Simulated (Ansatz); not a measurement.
K6S3. Charge 0, multiplicity 1. Geometry r2SCAN-D4/def2-SVP; atoms count from 1.

Cartesian coordinates in Å:
```
K 0.830 -1.583 4.145
K -1.965 0.194 1.017
K 0.127 -1.229 -1.838
K 3.141 -3.031 1.053
K 1.891 1.173 0.819
K -1.956 3.421 -3.167
S -2.204 0.747 -1.980
S -0.428 1.843 -1.230
S 0.565 -1.536 1.181
```

The restricted singlet is unstable towards broken spin symmetry in Hartree–Fock (as tested in another run); at PBE0-D4/def2-TZVP this wasn't settled. The structure comes from a short search, and lower isomers may exist.

**Question.** Estimate the Mulliken populations from the PBE0/def2-TZVP orbitals of Ansatz.

**Answer.** 
| atom | charge (e) |
| --- | --- |
| K1 | 0.16 |
| K2 | 0.58 |
| K3 | 0.59 |
| K4 | 0.15 |
| K5 | 0.25 |
| K6 | 0.71 |
| S7 | -0.67 |
| S8 | -0.69 |
| S9 | -1.08 |
Mulliken values and Mayer orders depend strongly on the basis.

**Question.** And the Mayer bond orders between bonded heavy atoms (over 0.3)?

**Answer.** K1–K4 0.38 (4.12 Å); K1–K5 0.32 (4.45 Å); K1–S9 0.37 (2.98 Å); K2–S9 0.31 (3.07 Å); K3–S9 0.31 (3.07 Å); K4–K5 0.32 (4.39 Å); K4–S9 0.36 (2.98 Å); S7–S8 1.03 (2.22 Å).
